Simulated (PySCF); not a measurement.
A GIAO shielding run with PySCF 2.14 (density fitting, non-relativistic, gas phase) on `C=C(OC)C(F)(F)C(F)(F)F`, C5H5F5O:

```
$ OMP_NUM_THREADS=1 python probes_run.py task.json out

{"job": {"kind": "nmr", "xc": "PBE0", "basis": "pcSseg-1"}, "charge": 0, "multiplicity": 1}
C      0.538124     1.164269    -1.265075
C      0.175479     0.159827    -0.479636
O      0.866876    -0.430133     0.522212
C      2.169514     0.049344     0.785627
C     -1.176753    -0.519075    -0.618691
F     -1.049467    -1.780634    -1.098439
F     -1.976441     0.131904    -1.491857
C     -1.927680    -0.594743     0.740113
F     -1.388940    -1.484853     1.565669
F     -3.206573    -0.924626     0.572324
F     -1.899326     0.594919     1.350884
H      1.492339     1.646295    -1.172920
H     -0.126532     1.527649    -2.024594
H      2.547759    -0.572173     1.593986
H      2.142994     1.095316     1.102555
H      2.811028    -0.054345    -0.093569
```

Hardware: 1 thread of an Intel Xeon, shared host. The job also computes population analyses, field gradients.

(1) How large is the calculation?

(2) How long does it take, and how much memory does it need?

Results:

(1) 88 electrons, 212 basis functions and 1099 auxiliary functions.

(2) 100 s of wall time, with 14 SCF cycles and 5 response iterations; peak memory 0.93 GiB. Times on a shared host scatter by some tens of per cent.
